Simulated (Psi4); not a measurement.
Psi4 input (wB97X-D/6-311+G**):

```
memory 1500 MB

molecule {
-1 1
Si    0.10725614   -0.16236848    0.52794214
F    -0.37054100    1.41778715    0.20037954
F     1.30399675   -0.24843199   -0.65226300
F    -1.10029864   -0.91678197   -0.36935988
symmetry c1
no_reorient
no_com
}

set {
  basis 6-311+G**
  reference rks
  scf_type pk
  dft_radial_points 99
  dft_spherical_points 590
  e_convergence 1e-8
  d_convergence 1e-7
  maxiter 150
}

e = energy('wb97x-d')
print_out(f'\nFINAL {e:.10f} DIPOLE {variable("CURRENT DIPOLE")[0]:.6f} {variable("CURRENT DIPOLE")[1]:.6f} {variable("CURRENT DIPOLE")[2]:.6f}\n')
```

Output:

```
   => Loading Basis Set <=

    Name: 6-311+G**
    Role: ORBITAL
    Keyword: BASIS
    atoms 1   entry SI         line   351 file 6-311pgss.gbs
    atoms 2-4 entry F          line   192 file 6-311pgss.gbs

   => WB97X-D: Empirical Dispersion <=

    Chai and Head-Gordon Dispersion Correction
    Chai, J.-D.; Head-Gordon, M. (2010), J. Chem. Phys., 132: 6615-6620

        s6 =       1.000000

         ---------------------------------------------------------
                                   SCF
               by Justin Turney, Rob Parrish, Andy Simmonett
                          and Daniel G. A. Smith
                              RKS Reference
         ---------------------------------------------------------

  ==> Geometry <==

    Molecular point group: c1
    Full point group: C1

    Geometry (in Angstrom), charge = -1, multiplicity = 1:

       Center              X                  Y                   Z               Mass
    ------------   -----------------  -----------------  -----------------  -----------------
         SI           0.107256140000    -0.162368480000     0.527942140000    27.976926534650
         F           -0.370541000000     1.417787150000     0.200379540000    18.998403162730
         F            1.303996750000    -0.248431990000    -0.652263000000    18.998403162730
         F           -1.100298640000    -0.916781970000    -0.369359880000    18.998403162730

  Running in c1 symmetry.

  Rotational constants: A =      0.22897  B =      0.22897  C =      0.14068 [cm^-1]
  Rotational constants: A =   6864.37087  B =   6864.37086  C =   4217.47318 [MHz]
  Nuclear repulsion =  170.054440205098331

  Charge       = -1
  Multiplicity = 1
  Electrons    = 42
  Nalpha       = 21
  Nbeta        = 21

  ==> Algorithm <==

  SCF Algorithm Type is PK.
  DIIS enabled.
  MOM disabled.
  Fractional occupation disabled.
  Guess Type is SAD.
  Energy threshold   = 1.00e-08
  Density threshold  = 1.00e-07
  Integral threshold = 1.00e-12

  ==> Primary Basis <==

  Basis Set: 6-311+G**
    Blend: 6-311+G**
    Number of shells: 44
    Number of basis functions: 96
    Number of Cartesian functions: 100
    Spherical Harmonics?: true
    Max angular momentum: 2

  ==> DFT Potential <==

   => LibXC <=

    Version 7.1.2
    S. Lehtola, C. Steigemann, M. J. T. Oliveira, and M. A. L. Marques,  SoftwareX 7, 1–5 (2018) (10.1016/j.softx.2017.11.002)

   => Composite Functional: WB97X-D <=

    wB97X-D Hyb-GGA Exchange-Correlation Functional

    J.-D. Chai and M. Head-Gordon,  Phys. Chem. Chem. Phys. 10, 6615–6620 (2008) (10.1039/B810189B)

    Deriv               =              1
    GGA                 =           TRUE
    Meta                =          FALSE

    Exchange Hybrid     =           TRUE
    MP2 Hybrid          =          FALSE

   => Exchange-Correlation Functionals <=

    1.0000   wB97X-D range-separated functional

   => Exact (HF) Exchange <=

    0.7780            HF,LR [omega = 0.2000]
    0.2220               HF

   => LibXC Density Thresholds  <==

    XC_HYB_GGA_XC_WB97X_D:  1.00E-14

   => Molecular Quadrature <=

    Radial Scheme          =       TREUTLER
    Pruning Scheme         =           NONE
    Nuclear Scheme         =       TREUTLER

    Blocking Scheme        =         OCTREE
    BS radius alpha        =              1
    Pruning alpha          =              1
    Radial Points          =             99
    Spherical Points       =            590
    Total Points           =         228256
    Total Blocks           =           1725
    Max Points             =            256
    Max Functions          =             93
    Weights Tolerance      =       1.00E-15

  ==> Integral Setup <==

  Using in-core PK algorithm.
   Calculation information:
      Number of atoms:                   4
      Number of AO shells:              44
      Number of primitives:             82
      Number of atomic orbitals:       100
      Number of basis functions:        96

      Integral cutoff                 1.00e-12
      Number of threads:                 1

  Performing in-core PK
  Using 32524488 doubles for integral storage.
  We computed 415067 shell quartets total.
  Whereas there are 490545 unique shell quartets.

  Computing range-separated integrals for PK
  We computed 415067 wK shell quartets total.
  Whereas there are 490545 wK unique shell quartets.

  ==> DiskJK: Disk-Based J/K Matrices <==

    J tasked:                  Yes
    K tasked:                  Yes
    wK tasked:                 Yes
    Omega:               2.000E-01
    Schwarz Cutoff:          1E-12


  Cached 50.0% of DFT collocation blocks in 0.225 [GiB].

  Minimum eigenvalue in the overlap matrix is 1.0726898768E-03.
  Reciprocal condition number of the overlap matrix is 1.7219557687E-04.
    Using symmetric orthogonalization.

  ==> Pre-Iterations <==

  SCF Guess: Superposition of Atomic Densities via on-the-fly atomic UHF (no occupation information).

   -------------------------
    Irrep   Nso     Nmo
   -------------------------
     A         96      96
   -------------------------
    Total      96      96
   -------------------------

  ==> Iterations <==

                        Total Energy        Delta E     RMS |[F,P]|

   @RKS iter SAD:  -588.21656224453943   -5.88217e+02   0.00000e+00
   @RKS iter   1:  -589.07504581592718   -8.58484e-01   8.05740e-03 ADIIS/DIIS
   @RKS iter   2:  -589.02800638333417    4.70394e-02   9.68610e-03 ADIIS/DIIS
   @RKS iter   3:  -589.25539578395569   -2.27389e-01   5.98791e-04 ADIIS/DIIS
   @RKS iter   4:  -589.25607850141444   -6.82717e-04   1.38928e-04 ADIIS/DIIS
   @RKS iter   5:  -589.25619659251379   -1.18091e-04   2.75853e-05 DIIS
   @RKS iter   6:  -589.25620760498043   -1.10125e-05   7.56003e-06 DIIS
   @RKS iter   7:  -589.25620878038421   -1.17540e-06   1.18409e-06 DIIS
   @RKS iter   8:  -589.25620882756516   -4.71809e-08   2.56025e-07 DIIS
   @RKS iter   9:  -589.25620882970236   -2.13720e-09   7.96266e-08 DIIS
  Energy and wave function converged.

  ==> Post-Iterations <==

   Electrons on quadrature grid:
      Ntotal   =   42.0000003888 ; deviation = 3.888e-07

    Orbital Energies [Eh]
    ---------------------

    Doubly Occupied:

       1A    -66.104628     2A    -24.575308     3A    -24.575308
       4A    -24.575306     5A     -5.228896     6A     -3.574537
       7A     -3.574537     8A     -3.568944     9A     -1.081186
      10A     -1.053184    11A     -1.053184    12A     -0.442384
      13A     -0.362479    14A     -0.362478    15A     -0.337351
      16A     -0.314290    17A     -0.314290    18A     -0.282815
      19A     -0.282815    20A     -0.273024    21A     -0.106787

    Virtual:

      22A      0.202707    23A      0.204468    24A      0.204468
      25A      0.238520    26A      0.306037    27A      0.306037
      28A      0.382701    29A      0.459663    30A      0.459664
      31A      0.481835    32A      0.481836    33A      0.484051
      34A      0.519411    35A      0.543448    36A      0.554107
      37A      0.554108    38A      0.561854    39A      0.570102
      40A      0.570103    41A      0.627223    42A      0.684456
      43A      0.684460    44A      0.899616    45A      0.930585
      46A      0.930586    47A      0.978432    48A      1.189775
      49A      1.189780    50A      1.525672    51A      1.525674
      52A      1.544130    53A      1.572980    54A      1.572980
      55A      1.630642    56A      1.631437    57A      1.631437
      58A      1.672224    59A      1.698275    60A      1.722846
      61A      1.722848    62A      2.217317    63A      2.217318
      64A      2.259611    65A      4.064023    66A      4.085979
      67A      4.085980    68A      4.088893    69A      4.090427
      70A      4.091447    71A      4.091448    72A      4.108077
      73A      4.108081    74A      4.173379    75A      4.173379
      76A      4.177658    77A      4.248112    78A      4.449150
      79A      4.449151    80A      6.003648    81A      6.561859
      82A      6.561862    83A      6.598603    84A      6.647652
      85A      6.647654    86A      6.671053    87A      6.672065
      88A      6.741505    89A      6.741506    90A     11.679839
      91A     11.679839    92A     11.722547    93A     67.135147
      94A     67.135150    95A     67.154177    96A    141.451701

    Final Occupation by Irrep:
              A
    DOCC [    21 ]
    NA   [    21 ]
    NB   [    21 ]

  @RKS Final Energy:  -589.25620882970236

   => Energetics <=

    Nuclear Repulsion Energy =            170.0544402050983308
    One-Electron Energy =               -1168.6903514800965240
    Two-Electron Energy =                 447.0736423787010381
    DFT Exchange-Correlation Energy =     -37.6935418283094918
    Empirical Dispersion Energy =          -0.0003981050957374
    VV10 Nonlocal Energy =                  0.0000000000000000
    Total Energy =                       -589.2562088297023593

Computation Completed

Properties will be evaluated at   0.000000,   0.000000,   0.000000 [a0]

Properties computed using the SCF density matrix

 Multipole Moments:

 ------------------------------------------------------------------------------------
     Multipole            Electronic (a.u.)      Nuclear  (a.u.)        Total (a.u.)
 ------------------------------------------------------------------------------------

 L = 1.  Multiply by 2.5417464519 to convert [e a0] to [Debye]
 Dipole X            :         -0.0436947           -0.0000001           -0.0436947
 Dipole Y            :          0.0661615           -0.0000000            0.0661614
 Dipole Z            :         -0.2150760           -0.0000002           -0.2150762
 Magnitude           :                                                    0.2292255

 ------------------------------------------------------------------------------------

FINAL -589.2562088297 DIPOLE -0.043695 0.066161 -0.215076

*** Psi4 exiting successfully. Buy a developer a beer!
```

The dipole moment of an ion depends on the origin.

The geometry given is a B3LYP-D3(BJ)/def2-TZVP minimum.
